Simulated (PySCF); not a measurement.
C3H4O, SMILES O=C1CC1. Atoms are numbered in the order given.

```xyz
8

O      0.0000     0.0000    -1.5828
C      0.0000     0.0000    -0.3860
C      0.0000    -0.7840     0.8605
C      0.0000     0.7840     0.8605
H     -0.9210    -1.2956     1.1630
H      0.9210    -1.2956     1.1630
H      0.9210     1.2956     1.1630
H     -0.9210     1.2956     1.1630
```

The structure is a stationary point at B3LYP-D3(BJ)/def2-SVP.

Level of theory: PBE/def2-TZVPD (PySCF).

Mulliken values depend strongly on the basis, most of all with diffuse functions as here. ESP charges are fitted to the potential on shells at 1.4 to 2.0 van der Waals radii. Atomic charges (e):

```csv
atom,ESP fit,IAO,Mulliken
O1,?,-0.34,-0.35
C2,?,0.39,0.19
C3,?,-0.37,-0.27
C4,?,-0.37,-0.27
H5,?,0.17,0.17
H6,?,0.17,0.17
H7,?,0.17,0.17
H8,?,0.17,0.17
```

Q: What belongs in the gaps? (Estimate from the structure and the level; the computed values follow.)

A: 
- O1, ESP fit: -0.44
- C2, ESP fit: 0.55
- C3, ESP fit: -0.41
- C4, ESP fit: -0.41
- H5, ESP fit: 0.18
- H6, ESP fit: 0.18
- H7, ESP fit: 0.18
- H8, ESP fit: 0.18
